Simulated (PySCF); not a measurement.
A calculated (LDA, PySCF 2.14, x2c-TZVPall, the spin-free X2C one-electron Hamiltonian (Gaussian nucleus)) atom or ion has these occupied shells.

```
shell  electrons  orbital energy (eV)  rms radius, mean of both spins (bohr)
 1s α          1              -2439.0                                  0.112
 1s β          1              -2438.8                                  0.112
 2s α          1              -252.44                                  0.522
 2s β          1              -252.19                                  0.522
 2p α          3              -198.40                                  0.494
 2p β          3              -198.09                                  0.494
 3s α          1              -52.789                                   1.63
 3s β          1              -51.506                                   1.63
 3p α          1              -40.907                                   1.78
```

(1) Name the element and its charge.

Results:

(1) S³⁺ (sulfur, charge +3), in [Ne] 3s2 3p1, 2P determinant.
